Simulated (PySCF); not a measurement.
C4H9NSi.

```xyz
15

N      2.3854    -0.0530     0.6068
Si     1.3148     0.0326    -0.7626
C     -0.4314    -0.0112    -0.1099
C     -0.9372    -0.3483     1.1012
C     -2.3770    -0.0739     0.7342
C     -1.8164     0.3194    -0.6708
H      2.3463     0.6874     1.3047
H      3.3507    -0.3390     0.4578
H      1.6351    -1.1448    -1.6198
H      1.4426     1.2428    -1.6388
H     -0.4626    -0.6974     2.0239
H     -2.8683     0.7455     1.2874
H     -3.0510    -0.9480     0.7444
H     -1.9711     1.3731    -0.9572
H     -2.1555    -0.3210    -1.5023
```

The structure is a stationary point at TPSSh-D3(BJ)/def2-SVP. This is a generated structure with no PubChem entry under its InChIKey; it may be hypothetical. One conformer was computed; it need not be the lowest.

The numbers are results of HF/pcSseg-1 run with PySCF, not measurements. Non-relativistic, no solvent.

Computed absolute GIAO shielding of each atom: isotropic value and principal components (ppm):
| atom | σ(iso) | σ11 | σ22 | σ33 | span |
|---|---|---|---|---|---|
| N1 | 266.8 | 232.8 | 268.2 | 299.5 | 66.7 |
| Si2 | 441.7 | 403.6 | 431.5 | 490.1 | 86.5 |
| C3 | 31.0 | -106.6 | 43.1 | 156.4 | 263.0 |
| C4 | 20.7 | -132.5 | 37.4 | 157.2 | 289.7 |
| C5 | 159.6 | 152.9 | 157.1 | 168.8 | 15.9 |
| C6 | 160.7 | 148.5 | 162.4 | 171.0 | 22.6 |
| H7 | 31.4 | 23.8 | 27.8 | 42.7 | 18.8 |
| H8 | 31.2 | 23.6 | 26.2 | 43.8 | 20.2 |
| H9 | 27.4 | 24.4 | 25.7 | 32.0 | 7.6 |
| H10 | 27.4 | 23.8 | 26.2 | 32.2 | 8.4 |
| H11 | 24.3 | 21.8 | 23.6 | 27.6 | 5.8 |
| H12 | 29.1 | 25.9 | 27.0 | 34.4 | 8.5 |
| H13 | 29.1 | 25.8 | 26.9 | 34.5 | 8.7 |
| H14 | 29.2 | 26.3 | 27.1 | 34.1 | 7.8 |
| H15 | 29.2 | 26.1 | 27.2 | 34.2 | 8.1 |
